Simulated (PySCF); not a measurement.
CuCl, optimised at PBE0/def2-TZVP:

```xyz
2

Cu     0.0031    -0.7652     0.7015
Cl    -0.0031     0.7652    -0.7015
```

Method: PySCF energies (xtb for GFN2) plus ideal-gas RRHO corrections (1 bar). 6-31G* has spherical d functions here. All species are closed-shell singlets. B3LYP is the form with VWN-RPA correlation. Cu: all electrons, no relativistic terms.

### Question
List the harmonic frequencies (cm⁻¹, unscaled) at this level and at the other levels, each on its own geometry.

### Answer
- PBE0/def2-TZVP: 396
- B3LYP/6-31G*: 451
- GFN2-xTB: 315
- HF/6-31G*: 380
- PBE/def2-SVP: 410
